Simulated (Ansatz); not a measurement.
A nudged elastic band was laid between two geometries of CH3NO2Si (8 atoms, charge 0, multiplicity 1).

All numbers below come from Ansatz, RKS PBE-D4/def2-SVP.

```
movable images  : 7
climbing image  : yes
spring          : 5.0 eV/Å²
optimiser       : quadratic models (default)
start path      : through a guess of the saddle point
force threshold : 0.05 eV/Å
iteration limit : 60
end points      : relaxed
```

Image 0:

```xyz
8
Properties=species:S:1:pos:R:3
O -0.793 0.964 1.813
C -0.242 0.220 0.858
N 1.002 -0.167 0.732
Si -0.007 -0.737 -0.639
O 0.156 -0.146 -2.188
H -0.062 1.183 2.443
H -0.368 -2.167 -0.811
H 0.405 0.793 -2.263
```

Image 8:

```xyz
8
Properties=species:S:1:pos:R:3
O -0.123 0.967 2.026
C 0.132 0.197 0.956
N 1.282 -0.311 0.612
Si 0.007 -0.713 -0.588
O 0.008 -0.079 -2.130
H -1.080 1.162 2.022
H -0.535 -2.088 -0.735
H 0.401 0.808 -2.219
```

Question: What changes between the two ends?

Answer: No bond is made or broken. The dihedral H6–O1–C2–N3 goes from 0 to -178°.

Question: Give the energies along the band, and the barrier.

Answer: The run converged. The highest image is number 4 of 0 to 8, 11.3 kcal/mol above the first end and 9.1 kcal/mol above the last; the last end lies 2.2 kcal/mol above the first. A vibrational analysis at the climbing image gives one clearly imaginary mode, 576i cm⁻¹: a first-order saddle point.

| image | path coordinate (Å) | energy (kcal/mol) | dihedral H6–O1–C2–N3 (°) |
| --- | --- | --- | --- |
| 0 | 0.00 | 0.0 | 0 |
| 1 | 0.29 | 0.8 | 8 |
| 2 | 0.57 | 3.9 | 28 |
| 3 | 0.86 | 8.9 | 59 |
| 4 | 1.14 | 11.3 | 93 |
| 5 | 1.44 | 9.2 | 124 |
| 6 | 1.73 | 5.3 | 150 |
| 7 | 2.02 | 2.8 | 171 |
| 8 | 2.31 | 2.2 | -178 |

Question: What is the geometry of the highest image?

Answer: 
```xyz
8
Properties=species:S:1:pos:R:3
O -0.521 0.685 2.087
C -0.063 0.067 0.971
N 1.126 -0.378 0.710
Si -0.045 -0.757 -0.630
O 0.101 -0.048 -2.135
H -0.446 1.652 1.980
H -0.427 -2.167 -0.907
H 0.368 0.889 -2.132
```

Question: What are the harmonic wavenumbers there?

Answer: 576i, 172, 243, 313, 360, 428, 566, 654, 726, 773, 873, 908, 1054, 1231, 1603, 2255, 3697, 3756 cm⁻¹.

The band took 9 iterations and about 3 core-minutes.

The run took 3 min on 1 thread of Intel(R) Xeon(R) Processor @ 2.70GHz, with other jobs on the host, peak memory 0.13 GiB.
